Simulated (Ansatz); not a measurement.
```yaml
crystal:
  periodic: [false, false, false]
  atoms:
    - {symbol: Sn, position_ang: [0.529836, -0.692427, 0.421986]}
    - {symbol: H, position_ang: [0.562229, -0.800100, 2.068030]}
    - {symbol: H, position_ang: [2.079283, -0.848156, -0.200224]}
    - {symbol: C, position_ang: [-0.514401, 1.008707, -0.340707]}
    - {symbol: H, position_ang: [-0.088667, 1.929679, -0.044568]}
    - {symbol: H, position_ang: [-1.540332, 0.959028, -0.039772]}
    - {symbol: H, position_ang: [-0.493350, 0.983013, -1.452578]}
    - {symbol: Cl, position_ang: [-0.594975, -2.607414, -0.391802]}
basis:
  gaussian: {orbitals: STO-3G}
hamiltonian: {xc: {name: PBE}}
accuracy: high
scf: {omitted_lower_state_checks: [starts]}
```

```sh
$ ansatz run in.yaml --threads 4 --pin off --events-out ev --progress --plain --max-ram 3916MiB
```

Shortened log:

```
Functional definition: PBE
891 factors; integrals over basis functions are off by at most 4.5e-9 eV
mean field evaluation 1: about -175793.8555 eV, gradient 1.6e1 eV
mean field evaluation 2: about -175794.0014 eV, gradient 1.6e1 eV
mean field evaluation 4: about -175795.2122 eV, gradient 6.0e-1 eV
mean field evaluation 8: about -175795.1048 eV, gradient 2.7e-3 eV
mean field evaluation 16: about -175795.1048 eV, gradient 1.6e-8 eV
mean field -175795.10480875 eV, -6460.3509435198 hartree, gradient 1.9e-8 eV, S^2 0.000000; 0 other end points of the search recorded, 0 dependent functions left out
reference -175795.10481107 eV, -6460.3509436050 hartree; 39, 39 occupied and 7, 7 virtual orbitals, 891 factors
Total energy: -175795.10481107 eV, -6460.3509436050 hartree
Checks for a lower state left out: starts
```

Run time 1.1 s (4 threads of Arm Neoverse V2 on a shared host).
